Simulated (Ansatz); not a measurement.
Consider the ligand exchange at the Al–C bond: `[CH3][Al]([CH3])[C]#N` + H₂Te → `[CH3][Al]([CH3])[TeH]` + `C#N`.

Calculated with Ansatz (gas phase, PBE0-D4/def2-TZVP geometries, no zero-point term in ΔE). CBS: MP2 limit from def2 TZ/QZ plus the TZ coupled-cluster correction, frozen cores. This one scheme is used for every species. DFT in def2-TZVPP. Elements past krypton have def2 core potentials. For Te outer-core shells are correlated without core-valence functions, which leaves a few kJ/mol of doubt a bond.

| level | ΔE (kcal/mol) |
| --- | --- |
| RPA@PBE/def2-TZVPP | -9.1 |
| HF/def2-SVP | -9.1 |

(1) What does CCSD(T)/CBS give? (Best estimate.)

Largest T1 diagnostic among the species: 0.014.

Answers

(1) Computed: -12.0 kcal/mol. The listed levels differ from it by 2.9, 2.9 kcal/mol.

In def2-TZVPP, CCSD(T) changes the Hartree–Fock value by −1.9 kcal/mol (the triples alone add −0.5 kcal/mol) and MP2 by −3.7 kcal/mol. Leaving LDA and LC-ωPBE aside and taking each functional with its dispersion term where it has one, the values, not all of them listed here, spread over 4.6 kcal/mol, from HSE06-D4 to B97M-V. LDA lies −0.7 kcal/mol from PBE without D4. The D4 term adds −1.3 kcal/mol with B3LYP and −0.7 kcal/mol with PBE0; it sums over pairs of atoms, weighted by their polarisabilities, and B3LYP, whose exchange is more repulsive, gets the larger term.

B3LYP here is the variant with VWN-RPA as its local correlation; programs differ in this.
